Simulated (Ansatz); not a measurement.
Steps of a relaxation of C2H5NSi, SMILES `N=C=C[SiH3]` with RKS PBE-D4/def2-SVP.

```sh
$ ansatz run in.yaml --threads 2 --pin off --events-out ev --progress --plain --max-ram 4352MiB
```

```yaml
crystal:
  periodic: [false, false, false]
  atoms:
    - {symbol: N, position_ang: [0.323400, 0.555000, -2.269700]}
    - {symbol: C, position_ang: [0.284800, 0.565600, -1.112500]}
    - {symbol: C, position_ang: [0.274400, 0.541600, 0.167100]}
    - {symbol: Si, position_ang: [-0.379000, -0.831200, 1.056200]}
    - {symbol: H, position_ang: [0.742700, 1.431100, -2.665000]}
    - {symbol: H, position_ang: [0.770100, 1.345000, 0.753600]}
    - {symbol: H, position_ang: [-1.880200, -0.928600, 0.778800]}
    - {symbol: H, position_ang: [0.242300, -2.111100, 0.711500]}
    - {symbol: H, position_ang: [-0.290100, -0.613800, 2.562900]}
basis:
  gaussian: {orbitals: def2-SVP}
hamiltonian: {xc: pbe, dispersion: d4}
relax: {f_tol: 0.03, max_steps: 200}
```

Positions (Å) and forces (eV/Å) along the path, 14 of 18 steps:

```xyz
9
step=1 energy=-11506.4771 eV
N     0.323    0.555   -2.270    1.032    1.543   -7.410
C     0.285    0.566   -1.113    0.099    0.194    4.418
C     0.274    0.542    0.167    0.826    1.491    2.738
Si   -0.379   -0.831    1.056   -1.967   -0.934    1.634
H     0.743    1.431   -2.665   -0.677   -1.110   -0.636
H     0.770    1.345    0.754   -0.065   -0.196   -0.311
H    -1.880   -0.929    0.779    0.241   -0.250    0.044
H     0.242   -2.111    0.712    0.326   -0.750   -0.150
H    -0.290   -0.614    2.563    0.185    0.013   -0.327
9
step=3 energy=-11507.5733 eV
N     0.614    0.566   -2.343    0.447    1.315    1.158
C     0.442    0.615   -1.106    0.028    0.264   -0.729
C     0.278    0.590    0.222    0.326    0.215   -0.841
Si   -0.493   -0.833    1.095   -0.475   -0.484    0.443
H     0.424    1.486   -2.833   -0.489   -1.203    0.152
H     0.884    1.296    0.823    0.211   -0.236   -0.129
H    -1.959   -1.028    0.793    0.036    0.056    0.035
H     0.188   -2.139    0.762    0.012    0.056   -0.046
H    -0.290   -0.598    2.570   -0.096    0.017   -0.043
9
step=5 energy=-11507.8760 eV
N     0.699    0.717   -2.310    0.036    0.153    0.070
C     0.544    0.654   -1.087   -0.350    0.242   -0.254
C     0.436    0.536    0.234    0.096    0.071    0.054
Si   -0.497   -0.851    1.120    0.214    0.105   -0.145
H     0.113    1.362   -2.881    0.112   -0.371    0.368
H     1.026    1.299    0.792   -0.157   -0.301    0.047
H    -1.933   -0.980    0.677    0.062    0.047   -0.063
H     0.208   -2.151    0.823   -0.105   -0.039    0.079
H    -0.506   -0.633    2.615    0.094    0.092   -0.156
9
step=7 energy=-11507.9183 eV
N     0.683    0.728   -2.284   -0.012    0.009   -0.165
C     0.509    0.685   -1.067    0.090    0.082   -0.004
C     0.453    0.541    0.249    0.117    0.062    0.000
Si   -0.470   -0.855    1.081   -0.047    0.027    0.179
H     0.060    1.323   -2.851   -0.043   -0.037    0.013
H     1.059    1.269    0.825   -0.133   -0.163    0.059
H    -1.887   -0.966    0.590   -0.018    0.010   -0.066
H     0.186   -2.195    0.884    0.042   -0.016   -0.050
H    -0.505   -0.576    2.556    0.005    0.027    0.035
9
step=8 energy=-11507.9299 eV
N     0.647    0.751   -2.304    0.028   -0.010   -0.098
C     0.526    0.692   -1.081   -0.037   -0.003    0.064
C     0.490    0.507    0.231    0.026    0.038    0.097
Si   -0.470   -0.851    1.092   -0.019   -0.055   -0.096
H     0.009    1.361   -2.836   -0.022   -0.003    0.029
H     1.103    1.189    0.849   -0.006   -0.012   -0.024
H    -1.859   -0.997    0.525    0.017    0.026   -0.006
H     0.212   -2.188    0.953    0.000    0.000    0.038
H    -0.570   -0.511    2.553    0.012    0.019   -0.004
9
step=9 energy=-11507.9362 eV
N     0.581    0.760   -2.309    0.065    0.014    0.006
C     0.514    0.690   -1.081   -0.015   -0.027    0.065
C     0.529    0.483    0.230   -0.028    0.000   -0.073
Si   -0.466   -0.853    1.088   -0.007    0.026   -0.026
H    -0.034    1.425   -2.799   -0.066   -0.010    0.011
H     1.203    1.121    0.828    0.023   -0.020    0.016
H    -1.809   -1.039    0.436    0.009    0.018   -0.035
H     0.239   -2.184    1.070    0.018   -0.013    0.015
H    -0.669   -0.450    2.521    0.001    0.013    0.021
9
step=10 energy=-11507.9394 eV
N     0.502    0.790   -2.311   -0.113    0.031    0.303
C     0.504    0.696   -1.078    0.043   -0.047   -0.011
C     0.586    0.449    0.229    0.158    0.119   -0.203
Si   -0.462   -0.850    1.081   -0.041   -0.051    0.129
H    -0.129    1.485   -2.745    0.086   -0.054    0.081
H     1.358    1.004    0.807   -0.220   -0.121   -0.148
H    -1.733   -1.091    0.291    0.176    0.017    0.087
H     0.280   -2.168    1.233   -0.123    0.184   -0.024
H    -0.818   -0.361    2.475    0.033   -0.079   -0.214
9
step=12 energy=-11507.9507 eV
N     0.477    0.809   -2.300   -0.065   -0.063   -0.048
C     0.506    0.684   -1.076    0.005    0.002    0.049
C     0.614    0.421    0.220    0.008   -0.012   -0.052
Si   -0.456   -0.845    1.083   -0.001   -0.020   -0.010
H    -0.166    1.508   -2.700    0.029    0.057   -0.001
H     1.393    0.966    0.778    0.022    0.038    0.061
H    -1.680   -1.112    0.251   -0.002   -0.005   -0.006
H     0.272   -2.148    1.292    0.001   -0.002    0.022
H    -0.872   -0.329    2.436    0.003    0.006   -0.016
9
step=13 energy=-11507.9544 eV
N     0.411    0.823   -2.300   -0.106    0.075    0.067
C     0.494    0.674   -1.079    0.006    0.039    0.053
C     0.647    0.389    0.211    0.027    0.015   -0.206
Si   -0.454   -0.845    1.083   -0.046   -0.024    0.076
H    -0.196    1.586   -2.650    0.104   -0.118    0.062
H     1.482    0.886    0.738   -0.035   -0.021    0.024
H    -1.618   -1.170    0.179    0.075   -0.001    0.071
H     0.292   -2.119    1.414   -0.064    0.085   -0.021
H    -0.970   -0.270    2.386    0.040   -0.049   -0.126
9
step=14 energy=-11507.9568 eV
N     0.405    0.831   -2.298   -0.090    0.055    0.003
C     0.496    0.673   -1.079   -0.002    0.054    0.013
C     0.657    0.379    0.206    0.000   -0.011   -0.117
Si   -0.451   -0.845    1.081   -0.033   -0.021    0.054
H    -0.205    1.595   -2.637    0.084   -0.089    0.043
H     1.488    0.876    0.733    0.007   -0.005    0.046
H    -1.607   -1.184    0.176    0.035    0.001    0.026
H     0.286   -2.114    1.433   -0.019    0.035   -0.008
H    -0.980   -0.258    2.368    0.019   -0.017   -0.059
9
step=15 energy=-11507.9499 eV rejected
N     0.354    0.817   -2.292    0.156    0.197   -0.143
C     0.491    0.697   -1.075   -0.068   -0.289    0.096
C     0.672    0.364    0.195    0.000    0.104    0.126
Si   -0.451   -0.845    1.077   -0.011    0.055   -0.011
H    -0.189    1.624   -2.629   -0.130   -0.009   -0.053
H     1.506    0.842    0.737    0.043   -0.060   -0.014
H    -1.589   -1.214    0.165    0.014    0.003    0.006
H     0.294   -2.097    1.465    0.001    0.012   -0.001
H    -1.001   -0.235    2.340   -0.004   -0.013   -0.007
9
step=16 energy=-11507.9584 eV
N     0.390    0.834   -2.295   -0.032    0.051   -0.039
C     0.495    0.679   -1.078   -0.013   -0.016    0.021
C     0.665    0.370    0.201    0.013    0.016   -0.016
Si   -0.451   -0.844    1.079   -0.007   -0.004    0.009
H    -0.211    1.605   -2.628    0.027   -0.036    0.009
H     1.500    0.857    0.733    0.006   -0.013    0.021
H    -1.594   -1.198    0.169    0.005   -0.002    0.005
H     0.287   -2.105    1.452   -0.002    0.007    0.005
H    -0.993   -0.244    2.351    0.002   -0.003   -0.014
9
step=17 energy=-11507.9593 eV
N     0.359    0.849   -2.291    0.010    0.013    0.007
C     0.491    0.679   -1.078   -0.018   -0.018   -0.002
C     0.682    0.351    0.193    0.035    0.019   -0.008
Si   -0.450   -0.843    1.078   -0.012   -0.008    0.025
H    -0.228    1.639   -2.600   -0.007    0.003   -0.012
H     1.543    0.808    0.712   -0.016   -0.018    0.009
H    -1.560   -1.234    0.141    0.008   -0.003    0.016
H     0.292   -2.082    1.514   -0.013    0.025   -0.007
H    -1.041   -0.213    2.314    0.011   -0.013   -0.028
9
step=18 energy=-11507.9597 eV
N     0.348    0.860   -2.290    0.015   -0.008    0.017
C     0.489    0.679   -1.079   -0.010   -0.006   -0.017
C     0.690    0.340    0.187    0.020    0.008    0.000
Si   -0.450   -0.844    1.076    0.003   -0.006    0.022
H    -0.236    1.656   -2.587   -0.011    0.018   -0.014
H     1.559    0.783    0.705   -0.011   -0.008    0.002
H    -1.546   -1.256    0.134    0.002   -0.003    0.005
H     0.295   -2.068    1.543   -0.009    0.010   -0.006
H    -1.060   -0.196    2.293    0.002   -0.005   -0.009
```

Run time 25 s (2 threads of an Arm Neoverse V1 on a shared host); peak host memory 0.12 GiB.
